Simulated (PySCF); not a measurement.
Stepwise substitution at one centre (In H-OH). Gas-phase values, no solvent. One relaxed conformer stands for each flexible species; it need not be the lowest. Strings in code marks are SMILES.

The S1–T1 gap (TDA) from two functionals at the same geometries (B3LYP-D3(BJ)/def2-TZVP), both in PySCF: PBE-D3(BJ)/def2-TZVP and M06-2X/def2-TZVP. Excitations are Tamm–Dancoff values on a coarser integration grid. The basis has no diffuse functions, so Rydberg states are missing or too high.

```csv
species,PBE-D3(BJ)/def2-TZVP (eV),M06-2X/def2-TZVP (eV)
1 of 3 H replaced by OH (`[InH2][OH]`),0.56,0.36
"2 of 3 H replaced by OH (`[OH][InH][OH]` (H–O–In–O torsion 0°, O–In–O–H torsion 0°))",0.32,0.41
3 of 3 H replaced by OH,0.33,0.41
```

Over these rows, drawn at random from the members with no instability flagged (it was tested for open shells, ions and some series alone), PBE minus M06-2X: mean +0.01 eV, from -0.09 eV to +0.20 eV.
